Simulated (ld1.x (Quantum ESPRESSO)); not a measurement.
Reading a pseudo-wave (europium (Eu))

Columns: radius, all-electron u(r) and pseudo u(r) of the 6s shell (level -3.62 eV) of europium in the configuration [Kr] 4d10 4f7 5s2 5p6 5d0 6s2 6p0; PBE, scalar-relativistic, ultrasoft scheme, ld1.x (Quantum ESPRESSO) 7.5.

```
r (bohr)  all-electron   pseudo
   0.175        0.1016   0.2725
   0.350       -0.0980   0.5140
   0.525       -0.1207   0.6979
   0.700        0.0474   0.8061
   0.875        0.1911   0.8315
   1.050        0.2459   0.7778
   1.225        0.2231   0.6588
   1.400        0.1509   0.4946
   1.575        0.0542   0.3085
   1.750       -0.0495   0.1223
   1.925       -0.1492  -0.0464
   2.100       -0.2391  -0.1870
   2.275       -0.3164  -0.2959
   2.450       -0.3807  -0.3755
   2.625       -0.4324  -0.4320
   2.800       -0.4726  -0.4727
   2.975       -0.5026  -0.5026
   3.150       -0.5237  -0.5237
   3.325       -0.5371  -0.5371
   3.500       -0.5440  -0.5440
   3.675       -0.5451  -0.5451
   3.850       -0.5412  -0.5412
   4.025       -0.5332  -0.5332
   4.200       -0.5217  -0.5217
   4.375       -0.5073  -0.5073
   4.550       -0.4906  -0.4906
```

Task: How many radial nodes do the two functions have?

Result: The all-electron 6s function has n − l − 1 = 5 (the table is too coarse to show those close to the nucleus); the pseudo-wave has 1, since 1 lower shell of the same l stays in the valence.

Task: At about which radius was the pseudo-wave matched?

Result: 2.95 bohr. The columns agree to 0.0005 from 2.62 bohr on; several derivatives are matched, so the curves merge somewhat inside the radius.

Task: Is the pseudo-wave norm-conserving?

Result: No, it belongs to an ultrasoft set: the norm inside the radius is not constrained, and the difference is carried by the augmentation charge.
